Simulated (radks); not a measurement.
Q: Valence configurations of Ca (all share [Ar]). Calculated with a radial shooting solver on a logarithmic mesh with Libxc functionals: non-relativistic Kohn-Sham, BLYP, spin-unpolarised, spherical densities, point nucleus. Order these by energy: 4s2; 4s0.5 4p1.5; 3d0.5 4s1.5; 3d1 4s1; 4s1 4p1.

A: From the lowest, in eV above it: 4s2 0.000; 3d0.5 4s1.5 0.991; 3d1 4s1 2.183; 4s1 4p1 2.440; 4s0.5 4p1.5 3.722. NIST lists [Ar] 4s2 as the ground configuration; this level of theory agrees among the configurations tried. The energies are those of spherical spin-averaged densities, not of single terms.
